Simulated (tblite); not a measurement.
C6H9NO (charge +1 and doublet state).
Numbering: `[CH2+:1][C:2]=[CH:3][CH2:4][C:5](=[O:6])[NH:7][CH3:8]` (hydrogens: H9, H10 on C1; H11 on C3; H12, H13 on C4; H14 on N7; H15, H16, H17 on C8)

Structure optimised with GFN2-xTB, isolated species. This method treats the open shell by occupation alone, without spin polarisation.

Question: Give the optimised bond lengths and angles.

Answer: 
```json
{"bond": "C1–C2", "length (bohr)": "2.421"}
{"bond": "C2=C3", "length (bohr)": "2.501"}
{"bond": "C3–C4", "length (bohr)": "2.771"}
{"bond": "C4–C5", "length (bohr)": "2.982"}
{"bond": "C5=O6", "length (bohr)": "2.267"}
{"bond": "C5–N7", "length (bohr)": "2.519"}
{"bond": "N7–C8", "length (bohr)": "2.731"}
{"bond": "C1–H9", "length (bohr)": "2.046"}
{"bond": "C1–H10", "length (bohr)": "2.046"}
{"bond": "C3–H11", "length (bohr)": "2.054"}
{"bond": "C4–H12, C4–H13", "length (bohr)": "2.066"}
{"bond": "N7–H14", "length (bohr)": "1.910"}
{"bond": "C8–H15, C8–H16, C8–H17", "length (bohr)": "2.061"}
```

Bonds in one row agree within 0.02 bohr and their mean is given. A selection of angles:
```json
{"angle": "C1–C2–C3", "degrees": "178.5"}
{"angle": "C2–C3–C4", "degrees": "124.7"}
{"angle": "C3–C4–C5", "degrees": "110.4"}
{"angle": "C4–C5–O6", "degrees": "120.8"}
{"angle": "C4–C5–N7", "degrees": "112.4"}
{"angle": "O6–C5–N7", "degrees": "126.8"}
{"angle": "C5–N7–C8", "degrees": "121.3"}
{"angle": "H14–N7–C5", "degrees": "121.1"}
{"angle": "H14–N7–C8", "degrees": "116.7"}
```

Dihedral angles: C2–C3–C4–C5 -123° (anticlinal); C3–C4–C5–O6 -28° (synperiplanar); C4–C5–N7–C8 -171° (antiperiplanar). The mirror-image conformer, all signs reversed, is as good.

C5 (carbon bonded to C, N and O) is planar (angles 126.8°, 120.8° and 112.4°, sum 360.0°, 0.01 Å off the plane of its three neighbours). C3 (carbon bonded to 2 C and H) is planar (angles 124.7°, 119.1° and 116.1°, sum 359.9°, 0.02 Å off the plane of its three neighbours). N7 (nitrogen bonded to 2 C and H) is almost planar (angles 121.3°, 121.1° and 116.7°, sum 359.1°, 0.07 Å off the plane of its three neighbours). Of the pairs four or more bonds apart, O6···H16 is among the closest relative to their van der Waals radii: 2.44 Å, 90 % of the sum of Bondi's values. The C–N distances run from 1.333 Å (C5–N7, drawn single in a drawing that doesn't fit all lengths) to 1.445 Å (N7–C8, drawn single in a drawing that doesn't fit all lengths), a spread of 0.112 Å. The C–C distances run from 1.281 Å (C1–C2, drawn single in a drawing that doesn't fit all lengths) to 1.578 Å (C4–C5, drawn single in a drawing that doesn't fit all lengths), a spread of 0.297 Å. C1 (carbon bonded to C and 2 H) is planar (angles 123.0°, 122.7° and 114.3°, sum 360.0°, 0.00 Å off the plane of its three neighbours).

Point group: C1 (no symmetry element, even within 0.4 Å). Its GFN2-xTB frequencies are all real (lowest 34 cm⁻¹). 3 starts were optimised and ended at 0.00, 0.09 and -40.45 kcal/mol (GFN2-xTB); the lowest of these is shown.

Hardware: one thread of an Arm Neoverse V2, shared host with 96 logical CPUs at a one-minute load of 64. Cost: 0.72 s of wall time. That covers the optimisation of the geometry.

The numbers are calculated, not measured.
